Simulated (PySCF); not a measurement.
Bi(H)(SiH3)2 (BiH7Si2), SMILES [SiH3][BiH][SiH3]. Geometry optimised at PBE0-D3(BJ)/def2-SVP. The structure was generated by enumeration; whether it is a known compound was not checked. The def2 effective core potentials stand for the cores of Bi; spin–orbit coupling is left out.

Computed equilibrium geometry at PBE0-D3(BJ)/def2-SVP (PySCF confirms it by a frequency run) as Cartesian coordinates in Å, and its point group:
point group Cs.
```xyz
10

Bi     0.0208     0.5728     0.0000
H     -1.7765     0.5700     0.0000
Si    -0.0015    -1.3504    -1.8513
H     -1.0126    -2.4082    -1.5479
H      1.3550    -1.9797    -1.8981
H     -0.2977    -0.7627    -3.1941
Si    -0.0015    -1.3504     1.8513
H     -1.0126    -2.4082     1.5479
H     -0.2977    -0.7627     3.1941
H      1.3550    -1.9797     1.8981
```
